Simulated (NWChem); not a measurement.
Molecule: BHBrCl; SMILES ClBBr

```xyz
4

B     -0.7471    -0.5889     0.0000
H     -1.9451    -0.6505     0.0028
Cl     0.1934    -2.0488    -0.0002
Br     0.0874     1.1135    -0.0002
```
Atoms are numbered in this order, from 1.

All runs: NWChem. Pople sets run with spherical d functions. STO-3G and 3-21G are far too small for this property and stand as cheap habits. Coordinates come from a PBE0/def2-SVP optimisation. GIAO values for the isolated, static molecule; σ is the absolute isotropic shielding, δ = σ(reference) − σ with the isolated reference molecule computed at the same levels (11B: boron trifluoride, 1H: tetramethylsilane). Spin-orbit effects, on the heavy nuclei and on their neighbours, are missing.

```
level                δ B1 (ppm)  δ H2 (ppm)  σ Cl3 (ppm)  σ Br4 (ppm)
-------------------  ----------  ----------  -----------  -----------
BHandHLYP/pcSseg-1         58.3         ___          ___          ___
PBE/pcSseg-1               56.3        7.02        553.0       1868.6
Hartree-Fock/STO-3G        65.6        6.90       1005.3       2818.2
Hartree-Fock/6-31G*        58.3        6.83        759.8       2369.4
```

Task: Some entries are withheld; supply them.

Result: 
- BHandHLYP/pcSseg-1, δ H2 (ppm): 6.74
- BHandHLYP/pcSseg-1, σ Cl3 (ppm): 643.3
- BHandHLYP/pcSseg-1, σ Br4 (ppm): 2077.3
